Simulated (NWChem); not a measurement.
Basis-set convergence for C$_{3}$H$_{3}$F

```xyz
7

C      1.8901     0.2357     0.0000
C      0.5736     0.2616     0.0000
C     -0.7437     0.3355     0.0000
F     -1.5511    -0.7478     0.0000
H      2.4705     0.2225    -0.9408
H      2.4705     0.2225     0.9408
H     -1.3019     1.2881     0.0000
```
Charge 0, spin multiplicity 1.

The numbers come from NWChem runs, not from measurements. The geometry was optimised at PBE/def2-SVP, a minimum by its harmonic frequencies.

Quantity: vertical ionisation energy at the level ΔMP2 (Δ: difference of total energies, the cation a doublet at the parent's geometry with its hole in an orbital of symmetry a" (Cs labels); it is the state that the SCF runs reached, from PBE0 orbitals for Hartree-Fock references, and need not be the lowest).

The correlated methods keep 4 core orbitals frozen. The Pople sets run with spherical d functions. The structure started from a generated list of species. The stability of the SCF solutions was not checked. Open-shell Hartree-Fock references start from PBE0 orbitals; any time given for them includes that run.

Relative cost: rough, from shared machines, SCF included, 3-21G = 1.

**Question.** In def2-TZVPD the value is 10.32 eV. Among 3-21G, cc-pVDZ, 6-311G**, def2-TZVPP, which is the smallest basis within 0.05 eV of it?

**Answer.** def2-TZVPP, with 166 functions against 178. def2-TZVPD isn't the basis-set limit itself, and a small set can land close by cancellation.

```csv
basis,functions,vertical ionisation energy (eV),relative cost
3-21G,42,9.65,1
cc-pVDZ,71,9.98,under 3
6-311G**,90,10.08,3
def2-TZVPP,166,10.31,20
def2-TZVPD,178,10.32,50
```
